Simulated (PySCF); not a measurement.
C2H4I, SMILES C[CH]I, multiplicity 2.

Geometry: PBE0-D3(BJ)/def2-SVP. The isomer is the one that the SMILES or the coordinates give; other isomers of the formula were not compared. The def2 effective core potentials stand for the cores of I; spin–orbit coupling is left out.

The numbers are results of TDA-PBE/def2-SVPD run with PySCF, not measurements.

Vertical excitations. 

```json
[
 {"state": "root 1", "energy (eV)": "3.03", "λ (nm)": "410", "f": "0.001", "main pairs": "α HOMO→LUMO 99 %"},
 {"state": "root 2", "energy (eV)": "3.46", "λ (nm)": "358", "f": "0.000", "main pairs": "β HOMO→LUMO 100 %"},
 {"state": "root 3", "energy (eV)": "4.14", "λ (nm)": "299", "f": "0.055", "main pairs": "β HOMO−1→LUMO 95 %"},
 {"state": "root 4", "energy (eV)": "4.59", "λ (nm)": "270", "f": "0.009", "main pairs": "α HOMO→LUMO+1 100 %"},
 {"state": "root 5", "energy (eV)": "4.62", "λ (nm)": "269", "f": "0.000", "main pairs": "α HOMO−1→LUMO 68 %, β HOMO→LUMO+1 32 %"},
 {"state": "root 6", "energy (eV)": "5.14", "λ (nm)": "241", "f": "0.001", "main pairs": "α HOMO→LUMO+2 99 %"},
 {"state": "root 7", "energy (eV)": "5.21", "λ (nm)": "238", "f": "0.000", "main pairs": "α HOMO−2→LUMO 37 %, β HOMO−1→LUMO+1 52 %, β HOMO−2→LUMO 9 %"},
 {"state": "root 8", "energy (eV)": "5.28", "λ (nm)": "235", "f": "0.008", "main pairs": "α HOMO→LUMO+3 97 %"},
 {"state": "root 9", "energy (eV)": "5.31", "λ (nm)": "234", "f": "0.000", "main pairs": "α HOMO−1→LUMO 31 %, β HOMO→LUMO+1 67 %"},
 {"state": "root 10", "energy (eV)": "5.47", "λ (nm)": "227", "f": "0.010", "main pairs": "α HOMO→LUMO+4 99 %"}
]
```
Unrestricted roots are not spin-pure.
